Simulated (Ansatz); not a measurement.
Cl3H2InO, SMILES `[OH2+][In-]([Cl])([Cl])[Cl]` at its PBE0-D4/def2-TZVP geometry, where that method's forces vanish. Total charge 0; spin multiplicity 1. In takes the def2 core potential.

```xyz
7

O    -0.1476    1.1974    0.5635
In    0.0515   -0.7455   -0.6461
Cl   -1.6373   -1.7580    0.5892
Cl   -0.3585   -0.1372   -2.8290
Cl    2.2474   -1.0279    0.0623
H    -0.8355    1.0946    1.2330
H     0.6799    1.3765    1.0272
```

Task: What forces (eV/Å) does r2SCAN-D4/def2-TZVPP give on these atoms in Ansatz? (Best estimate.)

Result: The calculation gave: 
```
O1  -0.018  0.019 -0.102
In2  0.002  0.019  0.033
Cl3 -0.058 -0.031  0.038
Cl4 -0.015  0.026 -0.073
Cl5  0.073 -0.006  0.020
H6   0.011 -0.013  0.041
H7   0.006 -0.014  0.042
```
